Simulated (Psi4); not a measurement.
C4H5 (SMILES [CH]1[C@@H]2C[C@H]12), doublet, at a GFN2-xTB geometry. Base run: HF/STO-3G (Psi4).

Geometry (Å):
```xyz
9

C     -0.0110     1.1530     0.2927
C      0.0061    -1.0716     0.3628
C      0.7779     0.0518    -0.2470
C     -0.7753     0.0395    -0.2573
H     -0.0166     2.1629    -0.0793
H     -0.0005    -1.1495     1.4429
H      0.0170    -2.0327    -0.1399
H      1.4844     0.0035    -1.0557
H     -1.4702    -0.0198    -1.0752
```
Charge 0, spin multiplicity 2.
Orbitals are unrestricted.
All else is at Psi4's defaults (density fitting).
Base energy -152.35110 Eh.

Each row names what was changed in the base input (with any setting that the change needs).

| change | ΔE vs base (mEh) | SCF cycles | basis functions | outcome |
|---|---|---|---|---|
| base | 0.000 | 11 | 25 | converged |
| scf_type = disk_df | 0.000 | 11 | 25 | converged |
| scf_type = dfdirj+cosx | -0.986 | 12 | 25 | converged |
| df_basis_scf = cc-pvtz-jkfit | 0.476 | 11 | 25 | converged |
| scf_type = out_of_core | 0.473 | 11 | 25 | converged |
| d_convergence = 1e-4 | 0.000 | 9 | 25 | converged |
| ints_tolerance = 1e-8 | 0.000 | 11 | 25 | converged |
| scf_initial_accelerator = none | 0.000 | 11 | 25 | converged |
| scf_type = direct | 0.473 | 13 | 25 | converged |
| e_convergence = 1e-8 | 0.000 | 11 | 25 | converged |
| cholesky_tolerance = 1e-3 (with scf_type cd) | 9.800 | 11 | 25 | converged |
| damping_percentage = 50 | - | - | 25 | not converged |
| e_convergence = 1e-10 | 0.000 | 13 | 25 | converged |

Open shells are given as the SCF converged; they aren't shown to be the lowest states, and a large step between rows can be another state.
